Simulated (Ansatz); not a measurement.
[Cu(OH)4]- (CuO₄H₄⁻). Charge -1, multiplicity 3. Geometry PBE0-D4/def2-SVPD.

```xyz
9

Cu    0.0000    0.0000    0.0000
O     1.3474   -1.2041    0.6707
H     1.8595   -0.7091    1.3143
O    -0.5526   -1.4418   -1.0650
H     0.1140   -2.0710   -0.7469
O    -1.3474    1.2041   -0.6706
H    -1.8595    0.7091   -1.3143
O     0.5526    1.4418    1.0650
H    -0.1140    2.0711    0.7469
```

At PBE-D4/def2-TZVPD the highest occupied level of the charge -1 triplet lies above zero (up to 0.12 eV). The electron is either unbound and held by the finite basis, or the level is raised by self-interaction error. At PBE-D4/def2-TZVPD the gap within one spin of the charge -1 triplet nearly closes, so an electron or hole may be smeared out by delocalisation error. The order of the spin states hangs on the level: the singlet lies 1.42 eV below the triplet at PBE0-D4/def2-TZVPD, but 0.71 eV above it at HF/def2-TZVPD.

**Question.** Estimate the α-spin orbital energies around the gap (eV) in Ansatz with HF/def2-TZVPD, PBE-D4/def2-TZVPD, r2SCAN-D4/def2-TZVPD, r2SCANh-D4/def2-TZVPD, ωB97M-V/def2-TZVPD.

**Answer.** 
| orbital | HF/def2-TZVPD | PBE-D4/def2-TZVPD | r2SCAN-D4/def2-TZVPD | r2SCANh-D4/def2-TZVPD | ωB97M-V/def2-TZVPD |
| --- | --- | --- | --- | --- | --- |
| HOMO−5 | -7.46 | -2.53 | -3.06 | -3.95 | -7.41 |
| HOMO−4 | -7.41 | -2.50 | -2.69 | -3.61 | -6.91 |
| HOMO−3 | -7.08 | -1.78 | -2.42 | -3.13 | -6.33 |
| HOMO−2 | -6.56 | -1.72 | -2.00 | -2.36 | -5.57 |
| HOMO−1 | -5.46 | -1.36 | -1.57 | -1.98 | -5.29 |
| HOMO | -5.35 | 0.12 | -0.34 | -1.19 | -4.54 |
| LUMO | 4.23 | 2.94 | 3.49 | 3.64 | 4.10 |
| LUMO+1 | 5.21 | 3.57 | 4.18 | 4.32 | 4.59 |
| LUMO+2 | 5.49 | 3.73 | 4.31 | 4.40 | 4.60 |
| LUMO+3 | 5.76 | 4.37 | 4.77 | 4.89 | 5.23 |
| LUMO+4 | 6.24 | 4.50 | 5.13 | 5.24 | 5.41 |
| LUMO+5 | 6.62 | 5.04 | 5.69 | 5.81 | 6.03 |
| β HOMO | -5.25 | -0.85 | -1.06 | -1.71 | -4.56 |
| β LUMO | 3.91 | -0.80 | -0.89 | -0.73 | 1.42 |
